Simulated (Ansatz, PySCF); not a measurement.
Species: C3H5O, net charge 1, singlet state. It need not be the lowest isomer of its formula. 
Structure (B3LYP-D3(BJ)/def2-TZVP (Ansatz, a first-principles code) minimum search):
```xyz
9

C      1.9691    -0.0338    -0.1265
C      0.8111    -0.2655     0.0831
C     -0.5530    -0.5605     0.3501
O     -1.4150     0.6021    -0.3144
H      3.0013     0.1651    -0.3126
H     -0.8239    -0.5357     1.4038
H     -0.9433    -1.4353    -0.1641
H     -0.9516     1.4623    -0.2827
H     -2.3252     0.6857     0.0305
```
Charge +1, spin multiplicity 1.

Total electronic energies in hartree. Cores are frozen in the correlated levels unless marked. Spin-orbit coupling is left out. Non-relativistic. Basis-set limits of correlation are two-point, X^-3; Hartree-Fock from the larger set. [CCSD(T)-MP2]/basis is that difference in the basis named.

```json
[
 {"level": "HF/cc-pVTZ", "program": "Ansatz", "energy (Eh)": "-191.08839"},
 {"level": "HF-D3(BJ)/def2-TZVPD", "program": "PySCF + dftd3", "energy (Eh)": "-191.13483"},
 {"level": "SVWN5/def2-TZVPD", "program": "Ansatz", "energy (Eh)": "-190.60459"},
 {"level": "PBE-D3(BJ)/def2-TZVPD", "program": "Ansatz + dftd3", "energy (Eh)": "-192.00702"},
 {"level": "BLYP/def2-TZVPD", "program": "Ansatz", "energy (Eh)": "-192.18136"},
 {"level": "r2SCAN-D4/def2-TZVPD", "program": "Ansatz + dftd4", "energy (Eh)": "-192.12739"},
 {"level": "PBE0/STO-3G", "program": "Ansatz", "energy (Eh)": "-189.53566"},
 {"level": "PBE0/6-31G*", "program": "Ansatz", "energy (Eh)": "-191.92506"},
 {"level": "PBE0/def2-SVP", "program": "Ansatz", "energy (Eh)": "-191.79143"},
 {"level": "BHLYP-D3(BJ)/def2-TZVPD", "program": "Ansatz + dftd3", "energy (Eh)": "-192.13321"},
 {"level": "RI-MP2/cc-pVQZ", "program": "Ansatz", "energy (Eh)": "-191.85700"},
 {"level": "CCSD/STO-3G", "program": "Ansatz", "energy (Eh)": "-188.92781"},
 {"level": "CCSD/6-31G", "program": "Ansatz", "energy (Eh)": "-191.35566"},
 {"level": "RI-MP2/CBS(cc-pVTZ,cc-pVQZ)+[CCSD(T)-MP2]/cc-pVQZ", "program": "Ansatz", "energy (Eh)": "-191.9414"},
 {"level": "CCSD(T)/CBS(cc-pVTZ,cc-pVQZ)", "program": "Ansatz", "energy (Eh)": "-191.9382"}
]
```

Totals of different functionals don't rank their quality; only differences between species are comparable.
